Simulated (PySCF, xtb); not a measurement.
Os(O)4 anion (O4Os), SMILES [O]=[Os](=[O])(=[O])=[O] (connectivity only; charge and spin as stated), charge -1, multiplicity 2.

Harmonic wavenumbers (cm⁻¹) from GFN2-xTB in xtb 6.7.1 at its own minimum, in rising order: 136, 199, 251, 251, 307, 673, 724, 746, 748.

Question: What does PySCF with B3LYP-D3(BJ)/def2-SVPD give at its own minimum? (The exact figures need the calculation; the answer reports its results.)

Answer: 225, 227, 297, 297, 312, 843, 877, 877, 927. Paired by order, the mean absolute difference is 94 cm⁻¹ and the zero-point energies are 5.8 and 7.0 kcal/mol.
